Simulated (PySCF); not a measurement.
Geometry:
```csv
atom,x (Å),y (Å),z (Å)
B1,-0.603,1.621,0.217
O2,0.741,1.440,0.125
C3,1.267,0.162,-0.167
C4,0.332,-0.939,0.294
C5,-1.058,-0.691,-0.261
O6,-1.502,0.618,0.031
H7,-1.018,2.722,0.480
H8,2.250,0.082,0.323
H9,1.441,0.088,-1.256
H10,0.290,-0.947,1.397
H11,0.706,-1.923,-0.026
H12,-1.066,-0.836,-1.356
H13,-1.788,-1.396,0.165
```

Theoretical values (PySCF): shieldings: GIAO B97-2/pcSseg-2, PBE0-D3(BJ)/def2-SVP structure. No solvent model, one averaged value for each set of equivalent atoms, a single conformation, no relativistic terms.

Referencing at the same level of theory: $^{13}$C (σ = 183.46 ppm) and $^{1}$H (σ = 31.36 ppm) against TMS; $^{11}$B (σ = 100.12 ppm) against BF3·OEt2; $^{17}$O (σ = 326.24 ppm) vs H2O.

```json
{"atoms": "C4", "nucleus": "$^{13}$C", "count": "1", "δ (ppm)": "31.3"}
{"atoms": "H8/H9/H12/H13", "nucleus": "$^{1}$H", "count": "4", "δ (ppm)": "?"}
{"atoms": "H10/H11", "nucleus": "$^{1}$H", "count": "2", "δ (ppm)": "?"}
{"atoms": "B1", "nucleus": "$^{11}$B", "count": "1", "δ (ppm)": "23.0"}
{"atoms": "O2/O6", "nucleus": "$^{17}$O", "count": "2", "δ (ppm)": "120.0"}
{"atoms": "H7", "nucleus": "$^{1}$H", "count": "1", "δ (ppm)": "4.06"}
{"atoms": "C3/C5", "nucleus": "$^{13}$C", "count": "2", "δ (ppm)": "64.5"}
```

Fill in the missing shifts.

Results:


- H8/H9/H12/H13: 3.91 ppm, hydrogen on an sp3 CH2 bonded to O; its carbon carries O, which withdraws density
- H10/H11: 1.78 ppm, hydrogen on an sp3 CH2 in a ring

Hydrogens on boron are broadened and split by $^{11}$B (spin 3/2, 80 %) and 10B (spin 3). Shifts are as computed. Against solution values, carbons near 30 ppm lie about +4 ppm off and those near 130 ppm about +7 ppm. Of 1211 compounds with measured shifts, 218 miss one by over three times the rms of a fit or turn the order of signals round; such compounds aren't used in these exercises. Experimental scales use liquid or dissolved standards, which lie at an offset from isolated H2O (liquid H2O: subtract about 36 ppm).
